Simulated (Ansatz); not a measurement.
C2H6SSi2 can be A, `[SiH3][SiH]1C=CS1`, or B, `[SiH3]C#CS[SiH3]`.

Program: Ansatz. Geometries: PBE0-D4/def2-TZVP. ΔE: electronic, gas phase. CBS: MP2 limit from def2 TZ/QZ plus the TZ coupled-cluster correction, frozen cores. Functionals use def2-TZVPP. B3LYP here is the variant with VWN-RPA as its local correlation; programs differ in this.

**Question.** Which is lower in electronic energy at CCSD(T)/CBS, and by how much? (Best estimate.)

**Answer.** The calculation gave: A, by 17.9 kcal/mol.

**Question.** Give E(B) − E(A) in kcal/mol with MP2/def2-TZVPP, B2PLYP, PBE-D4, B3LYP-D4, PBE0-D4, ωB97M-V, B3LYP. (Estimate.)

**Answer.** The calculation gave: MP2/def2-TZVPP 14.8, B2PLYP 14.1, PBE-D4 23.2, B3LYP-D4 16.0, PBE0-D4 24.1, ωB97M-V 18.4, B3LYP 14.2. None reverses the order clearly.

Largest T1 diagnostic: 0.014.

From PBE to PBE0 (25 % exact exchange), in def2-TZVPP and without D4, E(B) − E(A) moves by +1.0 kcal/mol. The D4 term adds +1.8 kcal/mol with B3LYP and +0.9 kcal/mol with PBE0; it sums over pairs of atoms, weighted by their polarisabilities, and B3LYP, whose exchange is more repulsive, gets the larger term.
